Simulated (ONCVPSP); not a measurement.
Before and after: ONCV potential for hafnium

Hf, optimised norm-conserving Vanderbilt (ONCV), made with ONCVPSP 4.0.1 (PBE, scalar-relativistic). Core [Kr] 4d10 4f14, reference 5s2 5p6 5d2 6s1 6p1. Waves: 5s+6s: rc 1.75 bohr, ncon 5, nbas 8, qcut 7 1/bohr, 3 projectors, debl 3 Ha; 5p+6p: rc 1.90 bohr, ncon 5, nbas 8, qcut 5.7 1/bohr, 2 projectors; 5d: rc 2.45 bohr, ncon 4, nbas 9, qcut 6.2 1/bohr, 1 projector. Local part: polynomial inside 1.50 bohr (lpopt 5, dvloc0 4 Ha). Core correction: polynomial model core, fcfact 0.15.

Change: all radii but the core radius scaled by about 1.30 (s 2.28, p 2.46, d 3.18 bohr); local potential polynomial inside 1.94 bohr (lpopt 5, dvloc0 4 Ha).

Cutoffs: the cutoffs (Ha) at which the residual kinetic energy of the hardest occupied pseudo-wave falls to 1 and 0.1 mHa per electron; they do not see the model core or the augmentation charge, which bear on the density cutoff. Errors are all-electron minus pseudo energies relative to the spin-unpolarised reference configuration.

**Question.** Predict the effect on cutoff, ghosts and configuration errors.

**Answer.** The potential gets softer (21 Ha and 45 Ha → 15 Ha and 18 Ha); of the 4 tests that both files solve, the error grows in 1 and shrinks in 2 by more than 15 % and 0.3 meV (median size 6.1 → 4.3 meV); neither file shows a bound ghost. A larger radius leaves more room for a smooth pseudo-wave, so fewer plane waves are needed.

| quantity | base | changed |
| --- | --- | --- |
| cutoff, loose | 21 Ha | 15 Ha |
| cutoff, tight | 45 Ha | 18 Ha |
| loose cutoff by channel | s 21 Ha, p 13 Ha, d 12 Ha | s 15 Ha, p 10 Ha, d 10.0 Ha |
| bound ghosts | none | none |
| GHOST(+) flags under 300 eV | none | none |
| error for 5s2 5p6 5d2 6s2 6p0, meV [ΔE -3.83 eV] | +0.5 | 0.0 |
| error for 5s2 5p6 5d2 6s1 6p0, meV [ΔE 4.15 eV] | -1.9 | -1.8 |
| error for 5s2 5p6 5d2 6s0 6p0, meV [ΔE 18.33 eV] | -10 | -14 |
| error for 5s2 5p6 5d3 6s0 6p0, meV [ΔE 6.16 eV] | -14 | -6.7 |
| rms error of d²Exc/dni dnj with the model core, mHa | 2.34 | 2.46 |
